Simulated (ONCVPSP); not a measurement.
cobalt (Co): from the effect back to the setting (ONCV)

Base potential:

ONCVPSP 4.0.1 input, shortened (lines: element, Z, core and valence counts, functional; n l f; lmax; l rc ep ncon nbas qcut; lloc lpopt rc5 dvloc0; l nproj debl; icmod fcfact rcfact), PBE, scalar-relativistic:

```
  Co 27.00    3    4        4      upf
    1    0    2.00
    2    0    2.00
    2    1    6.00
    3    0    2.00
    3    1    6.00
    3    2    7.50
    4    0    1.50
    2
    0    1.05    0.00    4    8   13.50
    1    1.20    0.00    5    9   13.80
    2    0.95    0.00    4    8   18.00
    2    5    0.95    0.00
    0    2    1.40
    1    2    4.00
    2    0    2.40
    0    0.00    0.00
```

Cutoffs, loose and tight: the cutoffs (Ha) at which the residual kinetic energy of the hardest occupied pseudo-wave falls to 1 and 0.1 mHa per electron. They do not see the model core or the augmentation charge, which bear on the density cutoff. Test errors are all-electron minus pseudo excitation energies from the reference, over the configurations 3s2 3p6 3d7 4s2; 3s2 3p6 3d7 4s1; 3s2 3p6 3d7 4s0; 3s2 3p6 3d7 4s1 4p1; variants that change the core or the reference have their own tests.

Only the scale of all radii (base = 1) is moved (2 further runs of the sweep failed or gave no value and are left out):

```
scale of all radii (base = 1)  cutoff, loose  cutoff, tight  bound ghosts  largest test error (meV)
                         0.77         135 Ha         154 Ha          none                      +1.6
                         0.84         127 Ha         145 Ha          none                      +1.0
                         0.89         122 Ha         140 Ha          none                      -1.1
                         1.01         110 Ha         126 Ha          none                      -1.8
                         1.07         105 Ha         121 Ha             p                      -2.1
                         1.13          98 Ha         114 Ha          none                      -2.4
                          1.2          87 Ha         100 Ha             s                      -3.1
```

Question: One more run gave cutoff, loose: 114 Ha; cutoff, tight: 131 Ha; bound ghosts: none; largest test error (meV): -1.6. Which value of the scale of all radii (base = 1) was used?

Answer: 0.97. The loose cutoff moves one way along this sweep, from 135 Ha at 0.77 to 87 Ha at 1.2, which places the run between 0.89 and 1.01.
